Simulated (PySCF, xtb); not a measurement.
H8Si3, SMILES [SiH3][SiH2][SiH3] (connectivity only; charge and spin as stated), charge -1, multiplicity 2.

Harmonic wavenumbers (cm⁻¹) from xtb with GFN2-xTB at its own minimum, in rising order: 102, 103, 107, 240, 329, 336, 354, 445, 463, 487, 752, 765, 818, 820, 837, 885, 919, 945, 948, 1698, 1723, 1747, 1765, 1924, 1936, 1948, 1956.

**Question.** What does PBE-D3(BJ)/def2-SVPD in PySCF give at its own minimum? (An estimate is asked for; the answer gives what the named calculation found.)

**Answer.** 74, 106, 110, 212, 247, 250, 333, 339, 463, 480, 714, 721, 825, 841, 842, 889, 898, 900, 900, 1838, 1870, 2008, 2018, 2042, 2046, 2052, 2057. Paired by order, the mean absolute difference is 68 cm⁻¹ and the zero-point energies are 36.2 and 37.3 kcal/mol.
